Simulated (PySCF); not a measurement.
A PySCF script (with the pyscf-properties extension) for the NMR shieldings of `[C](C)([AlH3-])=S`, [C2H6AlS]-, on a PBE0-D3(BJ)/def2-SVP geometry:

```python
import basis_set_exchange as bse
import numpy as np
from pyscf import gto, dft
from pyscf.prop import nmr

atoms = """
C    -1.501121   -0.147918    0.042065
C    -0.263934    0.600509   -0.357514
Al    1.575721   -0.186212    0.129554
S    -0.430391    2.036894   -1.143028
H    -1.495447   -0.300572    1.137172
H    -1.468011   -1.167784   -0.382204
H    -2.434720    0.359077   -0.259911
H     2.219644    0.758647    1.302602
H     1.290142   -1.702859    0.713378
H     2.516786   -0.245267   -1.204695
"""
names = dict.fromkeys(["C", "Al", "S", "H"], "pcSseg-1")
basis = {el: gto.basis.parse(bse.get_basis(n, elements=[el], fmt="nwchem")) for el, n in names.items()}
mol = gto.M(atom=atoms, basis=basis, charge=-1, verbose=0)
mf = dft.RKS(mol, xc="PBE0")
mf.grids.level = 2
mf.grids.alignment = dft.numint.BLKSIZE   # the property module wants whole blocks of grid points
mf.conv_tol = 1e-9
mf.kernel()

calc = nmr.RKS(mf)   # GIAO
C = mf.mo_coeff
Co = C[:, mf.mo_occ > 0]
resp = mf.gen_response(singlet=True, hermi=2)
def vind(x):   # induced exchange potential for any number of trial vectors
    d = np.einsum("pi,xij,qj->xpq", C, 2 * x.reshape(-1, C.shape[1], Co.shape[1]), Co, optimize=True)
    return np.einsum("xpq,pi,qj->xij", resp(d - d.transpose(0, 2, 1)), C, Co, optimize=True).ravel()
mo1, _ = nmr.rhf.solve_mo1(calc, with_cphf=vind)
sigma = calc.kernel(mo1)
for i, s in enumerate(sigma):   # ppm
    print("%2d %-2s %9.2f" % (i, mol.atom_pure_symbol(i), np.trace(s) / 3))
```

Problem. What does it print?

Solution. 
```
 0 C     124.87
 1 C    -235.53
 2 Al    467.17
 3 S    -709.75
 4 H      27.23
 5 H      27.11
 6 H      28.80
 7 H      27.78
 8 H      27.11
 9 H      27.80
```

These numbers come from an equivalent density-fitted implementation of the same equations, which agrees with the script to about 0.01 ppm for H and up to a few tenths of a ppm for heavy atoms, so last digits may differ.

Problem. Turn these shieldings into chemical shifts. δ = σ(ref) − σ, references computed at the same level: ¹³C (σ = 184.41 ppm) and ¹H (σ = 31.27 ppm) vs TMS; ²⁷Al (σ = 489.28 ppm) vs AlH4-; ³³S (σ = 495.66 ppm) vs CS2.

Solution. Averaging equivalent atoms: C 1: 419.9; C 0: 59.5; Al 2: 22.1; S 3: 1205; H 7/8/9: 3.70; H 4/5/6: 3.55 ppm. 

Size and cost of the density-fitted run: 112 basis functions, 6.8 s wall time on 1 thread of an Arm Neoverse V1, shared host.
